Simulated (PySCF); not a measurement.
[Nd(H2O)]3+ at several levels of theory

Computed with PySCF 2.14.0 (density fitting, no spin-orbit coupling) at the geometry relaxed with PBE:

```xyz
4
[Nd(H2O)]3+ (singlet in the valence; each metal's 4f electrons, 3 of them, lie in its core potential, out of spins and levels)
Nd    0.0000    0.0000   -0.1126
O     0.0000    0.0000    2.1404
H     0.7886    0.0000    2.7768
H    -0.7886    0.0000    2.7768
```

```
 level                                                 basis    state  HOMO (eV)  gap (eV)  charge on Nd1 (e)  population of f-type functions on Nd1 (polarisation alone where 4f lies in the core)  dipole about the centre of mass (D)  largest force component (eV/Å)
   PBE     Nd lcecp-1-SVP with ECP49, O def2-SVP, H def2-SVP  singlet     -26.09      4.58               2.51                                                                                  0.02                                 3.22                            0.01
r2SCAN                                              the same  singlet     -26.31      5.53               2.56                                                                                  0.02                                 2.89                            0.47
   PBE  Nd lcecp-1-TZVP with ECP49, O def2-TZVP, H def2-TZVP  singlet     -26.09      4.58               2.61                                                                                  0.03                                 3.24                            0.23
```

In the lcecp rows the 4f levels are missing from HOMO and gap, and the state counts the valence alone.

Charges are Mulliken's, which hang on the basis. The relaxation used the grid (50, 194), these runs (75, 302) or, all-electron (x2c bases, spin-free X2C Hamiltonian), (99, 590).

A further run in the first row's basis gives HOMO (eV) -31.99, gap (eV) 15.37, charge on Nd1 (e) 2.70, population of f-type functions on Nd1 (polarisation alone where 4f lies in the core) 0.02, dipole about the centre of mass (D) 2.07, largest force component (eV/Å) 2.18. Which level was it?
A. HF
B. BP86
C. B3LYP

A. The others give HOMO -26.17 eV (BP86); -27.40 eV (B3LYP).

In the first row's basis the gap widens with exact exchange: 4.6 to 5.5 eV for PBE, BP86, r2SCAN (none); 6.5 eV for B3LYP (a fixed share); 15.4 eV for Hartree–Fock (rising or full at long range).

An lcecp potential fixes the number of 4f electrons, so in runs with it no electron can move into or out of that shell.
